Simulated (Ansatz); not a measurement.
Mulliken charges of `[SH][GeH]` from ωB97M-V/def2-TZVPP in Ansatz (PBE0-D4/def2-TZVP geometry).

```
atom   x (Å)   y (Å)   z (Å)  charge (e)
  S1  -0.443  -1.202   0.272      -0.273
 Ge2  -0.842   0.738  -0.744       0.176
  H3   0.779  -0.962   0.771       0.133
  H4   0.561   1.366  -0.319      -0.036
```

**Question.** By hand: the dipole of these point charges (1 e Å = 4.8032 D).

**Answer.** Σ q r = (0.056, 0.281, -0.091) e Å, of length 0.301 e Å = 1.45 D.

**Question.** How does the dipole of the full density compare? (An estimate is asked.)

**Answer.** Ansatz gave: (0.117, 0.165, -0.012) e Å, 0.97 D; the point charges give 1.49 times that, at 28° from its direction.

Point charges leave out the atoms' own dipoles, such as those of lone pairs, and Mulliken's split depends on the basis, so the two needn't agree.
